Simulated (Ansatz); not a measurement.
Program: Ansatz. Geometries: PBE0-D4/def2-TZVP. ΔE: electronic, gas phase. CCSD(T)/CBS adds triple-zeta CCSD(T) − MP2 to the extrapolated MP2 energy (def2 sets, frozen cores). This one scheme is used for every species. DFT in def2-TZVPP. Each species was taken in one conformer, which may not be the lowest.

Consider the formal exchange of groups at the Si–O bond: `C=C[Si@@H](N)O[Si@H](N)Cl` + `CC` → `C=C[SiH](N)CC` + `N[SiH](O)Cl`.

| level | ΔE (kJ/mol) |
| --- | --- |
| CAM-B3LYP-D4 | 149.0 |
| revPBE | 125.9 |
| BLYP | 139.3 |
| r2SCANh | 140.9 |
| MP2/def2-SVP | 142.9 |
| MP2/def2-TZVPP | 140.6 |
| SCS-MP2/def2-TZVPP | 144.6 |
| HF/CBS(def2) | 163.2 |

Q: What does CCSD(T)/CBS give? (Estimate.)

A: Ansatz gave: +140.7 kJ/mol. The listed levels differ from it by 8.3, -14.8, -1.4, 0.2, 2.2, -0.1, 3.9, 22.5 kJ/mol.

Largest T1 diagnostic among the species: 0.011.

In def2-TZVPP, CCSD(T) changes the Hartree–Fock value by −20.3 kJ/mol (the triples alone add −2.4 kJ/mol) and MP2 by −20.7 kJ/mol. From PBE to PBE0 (25 % exact exchange), in def2-TZVPP and without D4, ΔE moves by +5.5 kJ/mol.
